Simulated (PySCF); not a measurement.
Species: C6H14AlB.
Geometry (PBE0-D3(BJ)/def2-SVP, Å), atoms numbered from 1 in this order:
```xyz
22
C6H14AlB angstrom
C      2.723    0.454    0.629
B      1.438    0.108   -0.232
C      1.617   -0.880   -1.462
C      0.077    0.681    0.162
C     -1.150    0.778   -0.754
C     -2.476    0.561   -0.006
C     -2.428   -0.738    0.815
Al    -0.570   -0.710    1.445
H      3.360   -0.424    0.830
H      3.350    1.145    0.033
H      2.512    0.959    1.584
H      0.691   -1.179   -1.976
H      2.260   -0.387   -2.214
H      2.165   -1.793   -1.170
H      0.153    1.544    0.858
H     -1.163    1.753   -1.270
H     -1.068    0.018   -1.551
H     -3.321    0.576   -0.716
H     -2.639    1.418    0.675
H     -2.557   -1.614    0.149
H     -3.228   -0.810    1.569
H      0.190   -1.461    2.622
```

Level of theory: PBE0-D3(BJ)/def2-SVP geometry optimisation, gas phase (PySCF 2.14.0).

(1) Which atoms are bound to Al8, and at what distances?

(2) List the angles at Al8.

(3) What is the shape at Al8?

(4) What are the other bond lengths?

(5) Give some angles away from the centre.

(6) What are the rotational constants (commonest isotopes, rigid rotor)?

Results:

(1) 3 atoms: H22 1.589 Å, C7 1.963 Å, C4 2.000 Å. The nearest atom not counted as bound is H15, at 2.44 Å.

(2) 
| angle | degrees | distance of the outer atoms (Å) |
| --- | --- | --- |
| C7–Al8–H22 | 133.1 | 3.26 |
| C4–Al8–H22 | 130.5 | 3.26 |
| C4–Al8–C7 | 96.3 | 2.95 |

(3) Planar: angles 133.1°, 130.5° and 96.3°, sum 359.9°, 0.03 Å off the plane of its three neighbours. The Al–C distances aren't all alike: 1.963 to 2.000 Å.

(4) C1–B2, B2–C3 1.586 Å; B2–C4 1.528 Å; C4–C5 1.535 Å; C5–C6 1.538 Å; C6–C7 1.537 Å; C1–H9 and 5 like bonds 1.103 Å; C4–H15 1.112 Å; C5–H16 1.103 Å; C5–H17 1.104 Å; C6–H18 1.104 Å; C6–H19 1.106 Å; C7–H20 1.108 Å; C7–H21 1.101 Å.

(5) C1–B2–C3 117.7°, C1–B2–C4 120.0°, C3–B2–C4 122.3°, B2–C4–C5 125.6°, B2–C4–Al8 101.1°, C5–C4–Al8 99.7°, C4–C5–C6 113.0°, C5–C6–C7 110.6°, C6–C7–Al8 100.9°.

(6) A = 2726, B = 1107, C = 976.0 MHz: an asymmetric top.

Point group: C1 (no symmetry element, even within 0.4 Å). Charge 0, singlet. Whether it is a minimum is left open (no frequencies).

The run took 7.7 min on one thread of an Arm Neoverse N1, shared host, and the process peaked at 0.76 GiB of memory. This is the geometry optimisation.

One conformer stands for the species.
